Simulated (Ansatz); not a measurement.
Computed with Ansatz on PBE0-D4/def2-TZVP structures; ΔE is electronic, products minus reactants. CBS: MP2 limit from def2 TZ/QZ plus the TZ coupled-cluster correction, frozen cores. Functionals use def2-TZVPP. B3LYP here is the variant with VWN-RPA as its local correlation; programs differ in this. For Se outer-core shells are correlated without core-valence functions, which leaves a few kJ/mol of doubt a bond. Scalar relativity is left out up to krypton. One conformer a species, not always the lowest.

Consider the formal exchange of groups at a C–Al bond: `Cl[CH2][AlH][SeH]` + `FC[SiH3]` → `FC([SiH3])CCl` + `[AlH2][SeH]`.

Task: Is it downhill or uphill in electronic energy at CCSD(T)/CBS, and by how much? (Best estimate.)

Result: Computed: Uphill: ΔE = +5.8 kcal/mol.

Task: What do these levels give: PBE-D4, r2SCAN-D4, PBE0-D4, B3LYP-D4, ωB97X-V, B2PLYP, PBE, r2SCAN, PBE0, HF/def2-TZVPP, SCS-MP2/def2-TZVPP, CCSD/CBS(def2)? (Best estimate.)

Result: The calculation gave: PBE-D4 6.0, r2SCAN-D4 5.6, PBE0-D4 5.7, B3LYP-D4 6.0, ωB97X-V 4.7, B2PLYP 5.8, PBE 6.1, r2SCAN 5.6, PBE0 5.8, HF/def2-TZVPP 4.0, SCS-MP2/def2-TZVPP 5.1, CCSD/CBS(def2) 5.8 kcal/mol.

Largest T1 diagnostic among the species: 0.011.

In def2-TZVPP, CCSD(T) changes the Hartree–Fock value by +1.0 kcal/mol (the triples alone add +0.1 kcal/mol) and MP2 by +1.6 kcal/mol.
